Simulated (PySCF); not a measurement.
# Atomic charges by several schemes

Species: C₆H₁₀OSi.
Cartesian coordinates in Å at the GFN2-xTB level; atoms count from 1:
```
atom  x, y, z in Å
C1     0.202    0.637   -0.012
C2     1.444    0.215    0.023
C3     2.875    0.492   -0.121
C4     2.374   -0.900    0.214
C5    -0.978   -0.233    0.207
C6    -2.135    0.404    0.988
O7    -3.190    0.320    0.022
Si8   -2.298   -0.357   -1.193
H9    -0.009    1.677   -0.236
H10    3.274    0.670   -1.111
H11    3.377    1.057    0.652
H12    2.434   -1.666   -0.547
H13    2.541   -1.276    1.215
H14   -0.669   -1.188    0.630
H15   -1.965    1.452    1.244
H16   -2.426   -0.143    1.886
H17   -2.748   -1.696   -1.545
H18   -2.114    0.541   -2.326
```

Density: PBE0/pcSseg-1 (PySCF); schemes: Mulliken, IAO, Hirshfeld and ESP-fitted. One conformer (not necessarily the lowest) at the GFN2-xTB geometry, without solvent, vibrations or thermal averaging.

**Question.** Do the Mulliken, IAO, Hirshfeld and ESP-fitted schemes agree on where the charge is highest?

**Answer.** All schemes agree: Mulliken Si8 (+0.840); IAO Si8 (+1.013); Hirshfeld Si8 (+0.425); ESP-fitted Si8 (+0.720).

**Question.** At which atom do the 4 schemes differ most?

**Answer.** At C1: from -0.672 (ESP-fitted) to -0.059 e (Hirshfeld), 0.613 e apart.

**Question.** For which atoms does the sign change between the 4 schemes (beyond +0.03 e in one, beyond −0.03 e in another)?

**Answer.** C2 and C6. Atomic charges aren't observables, and each scheme defines them in its own way.

**Question.** Give the atomic charges in each scheme.

**Answer.** In e:

| atom | environment | Mulliken | IAO | Hirshfeld | ESP-fitted |
| --- | --- | --- | --- | --- | --- |
| C1 | alkene CH carbon | -0.066 | -0.160 | -0.059 | -0.672 |
| C2 | fully substituted alkene carbon | -0.185 | -0.021 | -0.020 | +0.354 |
| C3 | allylic carbon | -0.183 | -0.299 | -0.090 | -0.461 |
| C4 | allylic carbon | -0.207 | -0.306 | -0.090 | -0.207 |
| C5 | sp3 carbon bound to silicon | -0.539 | -0.401 | -0.119 | -0.027 |
| C6 | sp3 carbon bound to oxygen | +0.164 | -0.047 | +0.004 | +0.180 |
| O7 | silyl ether oxygen | -0.605 | -0.681 | -0.268 | -0.536 |
| Si8 | oxygen-bound silicon | +0.840 | +1.013 | +0.425 | +0.720 |
| H9 | vinylic hydrogen | +0.091 | +0.142 | +0.043 | +0.238 |
| H10 | methylene hydrogen | +0.138 | +0.154 | +0.049 | +0.170 |
| H11 | methylene hydrogen | +0.139 | +0.154 | +0.050 | +0.168 |
| H12 | methylene hydrogen | +0.137 | +0.153 | +0.049 | +0.098 |
| H13 | methylene hydrogen | +0.139 | +0.153 | +0.049 | +0.115 |
| H14 | methine hydrogen | +0.136 | +0.151 | +0.039 | +0.033 |
| H15 | methylene hydrogen | +0.114 | +0.137 | +0.042 | +0.059 |
| H16 | methylene hydrogen | +0.121 | +0.143 | +0.044 | +0.040 |
| H17 | Si–H hydrogen | -0.117 | -0.141 | -0.075 | -0.148 |
| H18 | Si–H hydrogen | -0.118 | -0.143 | -0.075 | -0.125 |

Mean size of the charges over all atoms: IAO 0.244 e, ESP-fitted 0.242 e, Mulliken 0.224 e, Hirshfeld 0.088 e. Each set sums to the total charge, 0, to within 0.001 e. The ESP scheme is a least-squares fit of atom-centred charges to the potential on four shells outside the van der Waals surface, with the total charge fixed. The Mulliken scheme gives each basis function's population to the atom it is centred on and halves the overlap population of two atoms between them.

**Question.** Sum the charges by element, for elements with more than one atom.

**Answer.** 
| element | atoms | Mulliken | IAO | Hirshfeld | ESP-fitted |
| --- | --- | --- | --- | --- | --- |
| C | 6 | -1.016 | -1.234 | -0.374 | -0.833 |
| H | 10 | +0.781 | +0.903 | +0.216 | +0.648 |

**Question.** How closely do the schemes follow one another over all atoms?

**Answer.** Correlation coefficient and root-mean-square difference: IAO with Hirshfeld 0.99, 0.210 e; Mulliken with IAO 0.96, 0.096 e; Mulliken with Hirshfeld 0.95, 0.182 e; IAO with ESP-fitted 0.80, 0.208 e; Hirshfeld with ESP-fitted 0.80, 0.229 e; Mulliken with ESP-fitted 0.70, 0.243 e.

**Question.** How many electrons does the Hirshfeld scheme count on C4?

**Answer.** Z − q = 6 − (-0.090) = 6.090.
